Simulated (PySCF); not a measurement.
# Spinor energies of Pd (palladium, neutral)

Start: [Kr] 4d9 5p1; 4d3/2 filled at m_j = -3/2, -1/2, +1/2, +3/2; 4d5/2 filled at m_j = -3/2, -1/2, +1/2, +3/2, +5/2; 5p3/2 filled at m_j = +3/2. Calculated with PySCF 2.14 in x2c-SVPall-2c with one added diffuse shell each of s, p, d type (7s9p7d1f, 76 functions): generalised Hartree-Fock with the X2C-1e Hamiltonian and a Gaussian nucleus; one run each with spin-orbit coupling (SO) switched off, then screened by Boettger's factors. This is a chosen level, not necessarily the ground level.

```json
{"spinor shell": "1s1/2", "electrons": "2", "ε, spin-free (eV)": "-24477.4", "ε, screened SO (eV)": "-24475.8", "weight of nominal j (screened SO)": "1.000", "rms radius, screened SO (bohr)": "0.0366"}
{"spinor shell": "2s1/2", "electrons": "2", "ε, spin-free (eV)": "-3661.6", "ε, screened SO (eV)": "-3661.2", "weight of nominal j (screened SO)": "1.000", "rms radius, screened SO (bohr)": "0.150"}
{"spinor shell": "2p1/2", "electrons": "2", "ε, spin-free (eV)": "-3277.5", "ε, screened SO (eV)": "-3388.1", "weight of nominal j (screened SO)": "1.000", "rms radius, screened SO (bohr)": "0.130"}
{"spinor shell": "2p3/2", "electrons": "4", "ε, spin-free (eV)": "-3277.5", "ε, screened SO (eV)": "-3226.3", "weight of nominal j (screened SO)": "1.000", "rms radius, screened SO (bohr)": "0.135"}
{"spinor shell": "3s1/2", "electrons": "2", "ε, spin-free (eV)": "-700.76", "ε, screened SO (eV)": "-700.66", "weight of nominal j (screened SO)": "1.000", "rms radius, screened SO (bohr)": "0.403"}
{"spinor shell": "3p1/2", "electrons": "2", "ε, spin-free (eV)": "-571.09", "ε, screened SO (eV)": "-591.05", "weight of nominal j (screened SO)": "1.000", "rms radius, screened SO (bohr)": "0.399"}
{"spinor shell": "3p3/2", "electrons": "4", "ε, spin-free (eV)": "-571.09", "ε, screened SO (eV)": "-561.80", "weight of nominal j (screened SO)": "1.000", "rms radius, screened SO (bohr)": "0.410"}
{"spinor shell": "3d3/2", "electrons": "4", "ε, spin-free (eV)": "-365.35", "ε, screened SO (eV)": "-368.84", "weight of nominal j (screened SO)": "0.999", "rms radius, screened SO (bohr)": "0.387"}
{"spinor shell": "3d5/2", "electrons": "6", "ε, spin-free (eV)": "-365.35", "ε, screened SO (eV)": "-362.94", "weight of nominal j (screened SO)": "0.999", "rms radius, screened SO (bohr)": "0.390"}
{"spinor shell": "4s1/2", "electrons": "2", "ε, spin-free (eV)": "-110.75", "ε, screened SO (eV)": "-110.76", "weight of nominal j (screened SO)": "1.000", "rms radius, screened SO (bohr)": "1.02"}
{"spinor shell": "4p1/2", "electrons": "2", "ε, spin-free (eV)": "-71.353", "ε, screened SO (eV)": "-75.296", "weight of nominal j (screened SO)": "0.986", "rms radius, screened SO (bohr)": "1.10"}
{"spinor shell": "4d3/2", "electrons": "4", "ε, spin-free (eV)": "-14.973", "ε, screened SO (eV)": "-15.561", "weight of nominal j (screened SO)": "0.904", "rms radius, screened SO (bohr)": "1.58"}
{"spinor shell": "4d5/2", "electrons": "5", "ε, spin-free (eV)": "-14.973", "ε, screened SO (eV)": "-14.606", "weight of nominal j (screened SO)": "0.923", "rms radius, screened SO (bohr)": "1.62"}
{"spinor shell": "5p3/2", "electrons": "1", "ε, spin-free (eV)": "-3.375", "ε, screened SO (eV)": "-3.349", "weight of nominal j (screened SO)": "1.000", "rms radius, screened SO (bohr)": "5.96"}
```

Where does 4p3/2 lie, and what is the 4p spin-orbit splitting (screened SO)?

At -69.540 eV, 5.756 eV above 4p1/2.

| quantity | spin-free | screened SO |
| --- | --- | --- |
| E (hartree) | -5041.76081 | -5042.59453 |
| M_J | 4 | 4 |
| ⟨J²⟩ | 20.066 | 20.073 |
| ⟨L²⟩ | 12.051 | 12.065 |
| ⟨S²⟩ | 2.015 | 2.029 |

Each row is a mean over spinors that exchange with the open shell spreads, by up to 4.944 eV (4p3/2).

⟨J²⟩ departs a little from M_J(M_J + 1) because the unrestricted spinors polarise the closed shells.

Breit and QED terms are absent; they matter most for the inner s and p1/2 levels.

Densities and radii are taken from the X2C orbitals without a picture-change correction, which distorts them close to the nucleus.

Without spin-orbit coupling the j labels of p, d and f shells carry no meaning; the spin-free column gives the mean over the occupied spinors of each nl shell.
